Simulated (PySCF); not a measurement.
GaH2, charge -1, multiplicity 1. Atoms are numbered in the order given.

```xyz
3

Ga     0.0000     0.0000    -0.0718
H      0.0000     1.2356     1.1124
H      0.0000    -1.2356     1.1124
```
Charge -1, spin multiplicity 1.

Geometry: PBE0-D3(BJ)/def2-TZVPD.

These are HF/def2-TZVPD (PySCF) values and carry that method's errors.

Isolated molecule, no solvent.

| Property | Result |
|---|---|
| total energy | -1924.36242 hartree |
| point group | C2v |
| highest occupied level | -1.27 eV |
| lowest empty level | 5.84 eV |
| orbital gap | 7.11 eV |
| dipole moment about the centre of nuclear charge | 0.12 D |
| mean static polarisability | 83.9 bohr³ (12.43 Å³) |
| polarisability, principal values | 72.5, 82.0, 97.2 bohr³ |
